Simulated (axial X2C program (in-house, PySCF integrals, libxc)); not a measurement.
## NaZn⁺: from Re and ωe to a spectrum

A bond curve at the CCSD(T) level, with spin–orbit coupling, was computed with an in-house relativistic program for diatomic molecules (basis Zn dyall-cv3z [9s10p6d3f2g], Na dyall-cv3z [9s8p5d2f] (cores contracted in-house)) for the state Ω = 0 (closed shell). Its fit gives Re = 3.1007 Å, ωe = 114.5 cm⁻¹, ωexe = 1.22 cm⁻¹ and αe = 1.375e-03 cm⁻¹; the masses are 63.9291 and 22.9898 u. Two-component means X2C with spin–orbit coupling and atomic mean-field Coulomb and Gaunt terms.

Correlated methods: 12 electrons correlated (number of frozen shells: Zn 3 s, 2 p; Na 2 s, 1 p), 270 virtual spin orbitals or spinors in MP2, 90 natural virtuals in coupled cluster.

Q: Find the reduced mass, Be and the force constant.

A: From the CCSD(T) values: μ = 16.9091 u. Be = 16.8576/(μ Re²) = 0.1037 cm⁻¹. k = 5.8918×10⁻⁷ μ ωe² = 0.131 mdyn/Å.

Q: A Morse curve ties αe to the other constants (Pekeris). How well does that hold?

A: αe(Morse) = 6Be²/ωe × (√(ωexe/Be) − 1) = 1.369e-03 cm⁻¹; the CCSD(T) curve gives 1.375e-03 cm⁻¹, a ratio of 1.00.

Q: Give B0, the J = 1←0 line in GHz and the most populated J at 300 K (kT = 208.5 cm⁻¹).

A: B0 = Be − αe/2 = 0.103 cm⁻¹; 2B0 = 6.176 GHz; J(max) ≈ √(kT/2B0) − 1/2 = 31.3, so J = 31.

Q: Estimate De from a Morse curve and compare with the computed well depth of 0.336 eV to Zn + Na+.

A: De(Morse) = ωe²/(4ωexe) = 0.333 eV against 0.336 eV computed, a ratio of 0.99. For De the Morse form works well here.

Q: Estimate the centrifugal constant by the Kratzer relation.

A: D = 4Be³/ωe² = 3.40e-07 cm⁻¹.

Occupations by symmetry block were frozen at the best pattern of an incomplete PBE0 search. Dissociation energies refer to the lowest single-determinant-based atoms at the same level and basis. CCSD and (T) use frozen natural virtuals with an MP2 correction for the truncation; (T) itself is uncorrected, so its De runs slightly low.
